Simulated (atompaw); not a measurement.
Cutoff test, B, PAW (atompaw)

boron (B), PAW, made with atompaw 4.2.0.5 (PBE, scalar-relativistic). Core [He], reference 2s1.75 2p1.25. Waves: 2s (bound): rc 3.00 bohr; 2s channel at 1.4 Ry: rc 3.00 bohr; 2p (bound): rc 3.00 bohr; 2p channel at 1.1 Ry: rc 3.00 bohr. Local part: bessel scheme, radius 2.50 bohr. Core correction: smooth core density matched at 2.55 bohr. Augmentation charge: besselshape compensation charge, radius 2.65 bohr; PAW radius 3.00 bohr; waves and projectors: custom rrkj gramschmidtortho.

The pseudo-atom Hamiltonian at the reference potential is diagonalised in spherical Bessel functions j_l(qr) that vanish at 20 bohr, with q² up to the cutoff. All-electron valence levels (Ry): 2s -0.7035, 2p -0.2740.

Question: How do the lowest levels (Ry) of each channel move with the cutoff, and are there ghosts?

Answer:

```
cutoff (Ry)     s #1     s #2     p #1    p #2    d #1    d #2    f #1  Σ f·Δε (mRy)
          8  -0.7035  -0.0144  -0.2737  0.0280  0.0654  0.1594  0.1125           0.4
         10  -0.7035  -0.0144  -0.2739  0.0280  0.0654  0.1594  0.1125           0.1
         12  -0.7035  -0.0144  -0.2739  0.0280  0.0654  0.1594  0.1125           0.1
        400  -0.7035  -0.0144  -0.2740  0.0280  0.0654  0.1594  0.1125           0.0
```

Result: no extra level below or beside the all-electron valence levels (s, p, d, f tested); 10 mRy is reached at 6 Ry and 1 mRy at 8 Ry.
